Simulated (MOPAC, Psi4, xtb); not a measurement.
Two rigid molecules brought together: CH3Cl ··· C3H9Al (SMILES CCl and [CH3][Al]([CH3])[CH3]), singlet. Monomers: optimised at B3LYP-D3(BJ) (def2-TZVP and def2-SVP), held rigid. Orientation: lowest of the rigid-body minima from ten starts at GFN2-xTB. The monomers approach along the line of their centres of mass (distance R); nothing else relaxes.

PM3, restricted, heats of formation (MOPAC); GFN1-xTB (xtb); PM7, restricted, heats of formation (MOPAC); SAPT0/jun-cc-pVDZ, frozen core (Psi4).

Interaction energies in kJ/mol; the last columns give the difference from SAPT0:

| R / Å | PM3 | GFN1-xTB | PM7 | SAPT0/jun-cc-pVDZ | PM3 − SAPT0/jun-cc-pVDZ | GFN1-xTB − SAPT0/jun-cc-pVDZ | PM7 − SAPT0/jun-cc-pVDZ |
|---|---|---|---|---|---|---|---|
| 2.17 | 53.50 | 99.20 | 128.12 | 176.47 | -122.97 | -77.27 | -48.35 |
| 2.38 | -22.46 | -8.30 | 13.00 | 56.16 | -78.62 | -64.46 | -43.16 |
| 2.58 | -76.38 | -50.45 | -20.96 | 6.75 | -83.13 | -57.20 | -27.71 |
| 2.81 | -85.93 | -66.47 | -23.04 | -14.71 | -71.22 | -51.77 | -8.33 |
| 2.99 | -50.99 | -66.45 | -17.52 | -19.72 | -31.27 | -46.73 | 2.20 |
| 3.22 | -2.20 | -59.29 | -12.01 | -20.03 | 17.83 | -39.26 | 8.02 |
| 3.55 | 19.18 | -46.10 | -9.77 | -16.61 | 35.79 | -29.49 | 6.84 |
| 3.82 | 16.79 | -36.40 | -9.63 | -13.34 | 30.13 | -23.06 | 3.71 |
| 4.31 | 9.82 | -23.07 | -7.60 | -8.51 | 18.33 | -14.56 | 0.91 |
| 5.00 | 3.76 | -11.58 | -3.60 | -4.46 | 8.22 | -7.12 | 0.86 |
| 5.98 | 0.70 | -3.79 | -1.48 | -1.95 | 2.65 | -1.84 | 0.47 |
| 7.29 | -0.01 | -0.75 | -0.53 | -0.80 | 0.79 | 0.05 | 0.26 |

PM3 is furthest from SAPT0/jun-cc-pVDZ at 2.17 (-122.97 kJ/mol, below); its mean absolute difference over the points is 41.75 kJ/mol.

GFN1-xTB is furthest from SAPT0/jun-cc-pVDZ at 2.17 (-77.27 kJ/mol, below); its mean absolute difference over the points is 34.40 kJ/mol.

PM7 is furthest from SAPT0/jun-cc-pVDZ at 2.17 (-48.35 kJ/mol, below); its mean absolute difference over the points is 12.57 kJ/mol.
